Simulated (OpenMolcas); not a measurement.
## Rh2+: terms and fine structure

* Program: OpenMolcas
* Method: CASSCF
* Basis: ANO-RCC-VQZP [8s7p5d3f2g1h]
* Scalar Hamiltonian: DKH2, point nucleus
* Active space: 7 electrons in 6 orbitals (4d 5s)
* State averaging: 2S+1 = 4 even, 60 roots; 2S+1 = 6 even, 5 roots kept (CI in the orbitals of an earlier block); 2S+1 = 2 even, 110 roots kept (CI in the orbitals of an earlier block)
* Spin-orbit coupling: state interaction with AMFI integrals over the reference wave functions, term energies averaged over their components

With spin-orbit coupling, above the lowest level:

```json
{"Configuration": "4d7", "Term": "4F", "J": "9/2", "E (cm-1)": "0.0", "Measured (cm-1)": "0.0", "g": "1.330", "Term weight %": "98", "Second": ""}
{"Configuration": "4d7", "Term": "4F", "J": "7/2", "E (cm-1)": "2207", "Measured (cm-1)": "2148", "g": "1.237", "Term weight %": "100", "Second": ""}
{"Configuration": "4d7", "Term": "4F", "J": "5/2", "E (cm-1)": "3651", "Measured (cm-1)": "3486", "g": "1.030", "Term weight %": "99", "Second": ""}
{"Configuration": "4d7", "Term": "4F", "J": "3/2", "E (cm-1)": "4576", "Measured (cm-1)": "4322", "g": "0.407", "Term weight %": "98", "Second": ""}
{"Configuration": "4d7", "Term": "4P", "J": "5/2", "E (cm-1)": "14862", "Measured (cm-1)": "11062", "g": "1.594", "Term weight %": "98", "Second": ""}
{"Configuration": "4d7", "Term": "4P", "J": "3/2", "E (cm-1)": "14990", "Measured (cm-1)": "10997", "g": "1.657", "Term weight %": "82", "Second": "18 2P"}
{"Configuration": "4d7", "Term": "2G", "J": "9/2", "E (cm-1)": "15884", "Measured (cm-1)": "", "g": "1.097", "Term weight %": "89", "Second": "9 2H"}
{"Configuration": "4d7", "Term": "4P", "J": "1/2", "E (cm-1)": "16423", "Measured (cm-1)": "", "g": "2.534", "Term weight %": "93", "Second": "7 2P"}
{"Configuration": "4d7", "Term": "2G", "J": "7/2", "E (cm-1)": "18051", "Measured (cm-1)": "", "g": "0.892", "Term weight %": "99", "Second": ""}
{"Configuration": "4d7", "Term": "2P", "J": "3/2", "E (cm-1)": "20657", "Measured (cm-1)": "", "g": "1.237", "Term weight %": "55", "Second": "28 2D(1)"}
{"Configuration": "4d7", "Term": "2H", "J": "11/2", "E (cm-1)": "21296", "Measured (cm-1)": "", "g": "1.091", "Term weight %": "100", "Second": ""}
{"Configuration": "4d7", "Term": "2D(1)", "J": "5/2", "E (cm-1)": "22712", "Measured (cm-1)": "", "g": "1.204", "Term weight %": "97", "Second": ""}
{"Configuration": "4d7", "Term": "2P", "J": "1/2", "E (cm-1)": "23048", "Measured (cm-1)": "", "g": "0.802", "Term weight %": "93", "Second": "7 4P"}
{"Configuration": "4d7", "Term": "2H", "J": "9/2", "E (cm-1)": "23452", "Measured (cm-1)": "", "g": "0.927", "Term weight %": "91", "Second": "9 2G"}
{"Configuration": "4d7", "Term": "2D(1)", "J": "3/2", "E (cm-1)": "26416", "Measured (cm-1)": "", "g": "0.966", "Term weight %": "69", "Second": "27 2P"}
{"Configuration": "4d7", "Term": "2F", "J": "5/2", "E (cm-1)": "34618", "Measured (cm-1)": "", "g": "0.861", "Term weight %": "99", "Second": ""}
{"Configuration": "4d7", "Term": "2F", "J": "7/2", "E (cm-1)": "35650", "Measured (cm-1)": "", "g": "1.142", "Term weight %": "99", "Second": ""}
{"Configuration": "4d6 5s", "Term": "6D", "J": "9/2", "E (cm-1)": "36087", "Measured (cm-1)": "43022", "g": "1.555", "Term weight %": "99", "Second": ""}
{"Configuration": "4d6 5s", "Term": "6D", "J": "7/2", "E (cm-1)": "37393", "Measured (cm-1)": "44394", "g": "1.587", "Term weight %": "99", "Second": ""}
{"Configuration": "4d6 5s", "Term": "6D", "J": "5/2", "E (cm-1)": "38274", "Measured (cm-1)": "45278", "g": "1.657", "Term weight %": "99", "Second": ""}
{"Configuration": "4d6 5s", "Term": "6D", "J": "3/2", "E (cm-1)": "38869", "Measured (cm-1)": "45877", "g": "1.866", "Term weight %": "99", "Second": ""}
{"Configuration": "4d6 5s", "Term": "6D", "J": "1/2", "E (cm-1)": "39216", "Measured (cm-1)": "", "g": "3.328", "Term weight %": "99", "Second": ""}
{"Configuration": "4d6 5s", "Term": "4D(1)", "J": "7/2", "E (cm-1)": "50931", "Measured (cm-1)": "", "g": "1.425", "Term weight %": "98", "Second": ""}
{"Configuration": "4d6 5s", "Term": "4D(1)", "J": "5/2", "E (cm-1)": "52377", "Measured (cm-1)": "", "g": "1.371", "Term weight %": "97", "Second": ""}
{"Configuration": "4d6 5s", "Term": "4D(1)", "J": "3/2", "E (cm-1)": "53299", "Measured (cm-1)": "", "g": "1.192", "Term weight %": "96", "Second": ""}
{"Configuration": "4d6 5s", "Term": "4D(1)", "J": "1/2", "E (cm-1)": "53866", "Measured (cm-1)": "", "g": "0.014", "Term weight %": "98", "Second": ""}
{"Configuration": "4d7", "Term": "2D(2)", "J": "3/2", "E (cm-1)": "54358", "Measured (cm-1)": "", "g": "0.808", "Term weight %": "97", "Second": "2 4d6 5s 4D(1)"}
{"Configuration": "4d7", "Term": "2D(2)", "J": "5/2", "E (cm-1)": "55313", "Measured (cm-1)": "", "g": "1.198", "Term weight %": "98", "Second": ""}
{"Configuration": "4d6 5s", "Term": "4H", "J": "13/2", "E (cm-1)": "58524", "Measured (cm-1)": "", "g": "1.229", "Term weight %": "98", "Second": ""}
{"Configuration": "4d6 5s", "Term": "4H", "J": "11/2", "E (cm-1)": "58817", "Measured (cm-1)": "", "g": "1.145", "Term weight %": "91", "Second": "9 4G"}
{"Configuration": "4d6 5s", "Term": "4H", "J": "9/2", "E (cm-1)": "58970", "Measured (cm-1)": "", "g": "1.026", "Term weight %": "77", "Second": "13 4G"}
{"Configuration": "4d6 5s", "Term": "4H", "J": "7/2", "E (cm-1)": "59343", "Measured (cm-1)": "", "g": "0.725", "Term weight %": "84", "Second": "8 4G"}
{"Configuration": "4d6 5s", "Term": "4P(1)", "J": "5/2", "E (cm-1)": "60114", "Measured (cm-1)": "", "g": "1.592", "Term weight %": "96", "Second": ""}
{"Configuration": "4d6 5s", "Term": "4F(1)", "J": "9/2", "E (cm-1)": "61129", "Measured (cm-1)": "", "g": "1.254", "Term weight %": "71", "Second": "16 4H"}
{"Configuration": "4d6 5s", "Term": "4F(1)", "J": "7/2", "E (cm-1)": "61725", "Measured (cm-1)": "", "g": "1.149", "Term weight %": "75", "Second": "14 4G"}
{"Configuration": "4d6 5s", "Term": "4F(1)", "J": "5/2", "E (cm-1)": "62117", "Measured (cm-1)": "", "g": "0.964", "Term weight %": "83", "Second": "15 4G"}
{"Configuration": "4d6 5s", "Term": "4F(1)", "J": "3/2", "E (cm-1)": "62601", "Measured (cm-1)": "", "g": "0.417", "Term weight %": "97", "Second": ""}
{"Configuration": "4d6 5s", "Term": "4P(1)", "J": "3/2", "E (cm-1)": "63113", "Measured (cm-1)": "", "g": "1.684", "Term weight %": "89", "Second": "6 2P"}
{"Configuration": "4d6 5s", "Term": "4G", "J": "11/2", "E (cm-1)": "63377", "Measured (cm-1)": "", "g": "1.252", "Term weight %": "87", "Second": "8 4H"}
{"Configuration": "4d6 5s", "Term": "4G", "J": "9/2", "E (cm-1)": "64885", "Measured (cm-1)": "", "g": "1.185", "Term weight %": "78", "Second": "15 4F(1)"}
```

Against the 9 measured excited levels shown (the list in Shadmi, J. Res. Natl. Bur. Stand. 70A, 435 (1966)) the mean absolute deviation is 4000 cm-1; the largest miss in energy is 4d6 5s 6D 3/2: computed 38869, measured 45877 cm-1 (-15.3 %), and the largest in proportion 4d7 4P 3/2 (+36.3 %).

Spin-orbit coupling puts the lowest level 2295 cm-1 below the lowest spin-free term.

For 4F the intervals divided by the larger J are -369.8, -412.5, -490.5 cm-1. Landé's interval rule makes them equal in pure LS coupling; they differ by 28 % of their mean. The multiplet is inverted.

Without dynamic correlation excited terms often stand tens of per cent too high (terms of higher spin than the ground term too low), and those without a measured partner can miss by more than the paired ones. Terms from blocks run as CI alone lack orbitals of their own. A single d shell beside an s shell can misplace configurations of different d count against each other. Computed and measured levels are paired by configuration, term and J; levels that our copy of the source lacks, or whose pairing is in doubt (as where it misses far off the trend of its configuration), stay unpaired and out of the deviations. Only configurations of the active space appear. The first state left out of the spin-orbit step lies near 97000 cm-1 above the lowest spin-free state of the reference (among the parities and spins computed), and the list stops at four fifths of that energy or lower. The table shows the lowest 40 of 59 levels.

The term weight is that of the spin-free term in the level, not the purity of its configuration. A number in round brackets counts repeated terms of one configuration in the order of the reference energies.
